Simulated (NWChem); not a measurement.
Molecule: CH$_{6}$BN; SMILES CBN

```xyz
9

B     -0.5147     0.0901     0.0000
H     -1.7264     0.1864     0.0000
C      0.1785    -1.3231     0.0000
H     -0.1479    -1.9056    -0.8785
H     -0.1479    -1.9056     0.8785
H      1.2800    -1.2923     0.0000
N      0.2117     1.2797     0.0000
H     -0.2232     2.1925     0.0000
H      1.2238     1.3118     0.0000
```
Atoms are numbered in this order, from 1.

Program: NWChem. Pople sets run with spherical d functions. Coordinates come from a PBE0/def2-SVP optimisation. Static field.

```csv
level,isotropic polarisability (bohr³),anisotropy (bohr³)
PBE/6-31+G*,36.5,13.2
B3LYP/6-31+G*,?,?
BHandHLYP/6-31+G*,33.5,11.2
Hartree-Fock/6-31+G*,31.9,9.8
```

### Question
Complete the blanks.

### Answer

- B3LYP/6-31+G*, isotropic polarisability (bohr³): 35.2
- B3LYP/6-31+G*, anisotropy (bohr³): 12.2
